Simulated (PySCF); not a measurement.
C2H7Cl2NSi.

```xyz
13

C     -2.1299     0.8062     1.2967
C     -1.3246     0.7523    -0.0138
N     -1.8047    -0.1802    -1.0301
Si     0.5010     0.3482     0.3120
Cl     1.6636     0.6532    -1.3745
Cl     0.5819    -1.6666     0.8576
H     -3.1910     1.0601     1.0874
H     -2.1130    -0.1778     1.8108
H     -1.7361     1.5662     2.0044
H     -1.2984     1.7712    -0.4668
H     -2.7765     0.0371    -1.2876
H     -1.8095    -1.1364    -0.6496
H      1.0967     1.1431     1.4334
```

Geometry optimised at PBE-D3(BJ)/def2-SVP. The structure was generated by enumeration; whether it is a known compound was not checked. The values are those of a single conformer.

Level of theory: PySCF with B3LYP/pcSseg-1. Non-relativistic, no solvent.

Computed absolute GIAO shielding of each atom: isotropic value and principal components (ppm):
```
atom  σ(iso)    σ11    σ22     σ33   span
----  ------  -----  -----  ------  -----
C1     154.1  134.3  148.3   179.5   45.3
C2     131.4  116.4  135.3   142.6   26.2
N3     215.3  185.7  222.9   237.2   51.5
Si4    307.3  260.2  322.8   339.0   78.8
Cl5    865.8  726.8  867.8  1002.8  276.0
Cl6    911.8  775.4  924.4  1035.6  260.2
H7      30.0   26.4   27.5    36.1    9.7
H8      30.1   26.0   30.5    33.9    8.0
H9      30.0   25.6   27.6    36.9   11.3
H10     28.9   25.5   28.2    32.8    7.3
H11     30.6   23.7   27.4    40.7   17.0
H12     30.5   23.1   31.1    37.2   14.1
H13     25.7   22.2   23.6    31.2    9.0
```
